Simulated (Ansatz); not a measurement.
Born–Oppenheimer molecular dynamics of Cl$_{3}$H$_{6}$NSiSn (12 atoms, charge 0, multiplicity 1). It starts at the highest image of a converged band. Of that band: Neighbouring images differ by up to 2.4 eV, so the band resolves the path poorly. A vibrational analysis at the climbing image gives one clearly imaginary mode, 2063i cm⁻¹: a first-order saddle point.

Method: RHF/def2-SVP in Ansatz.

* ensemble: NVE (velocity Verlet)
* time step: 0.5 fs
* steps asked: 200
* starting velocities drawn for: 300 K
* seed: 5539

First frame:

```xyz
12
Properties=species:S:1:pos:R:3
Sn -0.481 -0.026 -0.137
H -0.238 -1.337 1.438
Cl 1.576 0.885 0.453
Cl -1.304 1.693 -1.522
Cl -0.528 -1.844 -1.587
N -2.075 -0.030 1.293
H -2.857 -0.560 0.926
Si -2.604 1.356 2.282
H -3.341 0.841 3.454
H -1.374 2.055 2.701
H -3.474 2.257 1.502
H -1.133 -0.890 1.673
```

**Question.** How far do the bonds stretch over the last three quarters of this one trajectory? (Pairs bonded in most of those frames.)

**Answer.** 
```json
{"bond": "Sn1–H2", "mean (Å)": "1.699", "spread (Å)": "0.070", "shortest": "1.60", "longest": "1.91"}
{"bond": "Sn1–Cl3", "mean (Å)": "2.438", "spread (Å)": "0.083", "shortest": "2.26", "longest": "2.54"}
{"bond": "Sn1–Cl4", "mean (Å)": "2.357", "spread (Å)": "0.049", "shortest": "2.28", "longest": "2.42"}
{"bond": "Sn1–Cl5", "mean (Å)": "2.400", "spread (Å)": "0.053", "shortest": "2.29", "longest": "2.46"}
{"bond": "N6–H7", "mean (Å)": "1.017", "spread (Å)": "0.047", "shortest": "0.93", "longest": "1.10"}
{"bond": "N6–Si8", "mean (Å)": "1.768", "spread (Å)": "0.024", "shortest": "1.72", "longest": "1.81"}
{"bond": "N6–H12", "mean (Å)": "1.033", "spread (Å)": "0.093", "shortest": "0.88", "longest": "1.17"}
{"bond": "Si8–H9", "mean (Å)": "1.483", "spread (Å)": "0.013", "shortest": "1.46", "longest": "1.50"}
{"bond": "Si8–H10", "mean (Å)": "1.486", "spread (Å)": "0.044", "shortest": "1.42", "longest": "1.55"}
{"bond": "Si8–H11", "mean (Å)": "1.474", "spread (Å)": "0.005", "shortest": "1.47", "longest": "1.48"}
```

Pairs bonded in part of these frames only: Sn1–N6 22 %.

Mean temperature of the second half: 1209 K. The conserved energy stayed within 0.96 meV per atom of its start (net change -0.29 meV per atom), so the integration is sound. The kinetic energy rose, since the run started high on the potential surface and went downhill. It ends in pieces (Cl3HSn + H5NSi), so much of that is their flight and rotation, not heat. A run of 0.1 ps of so small a system gives no equilibrium averages. The orbitals stay closed-shell, which can raise the energy where a bond breaks towards radicals; this wasn't checked here.

Run time: 6.5 min on 4 threads of Arm Neoverse V2, with other jobs on the host, peak memory 0.47 GiB.
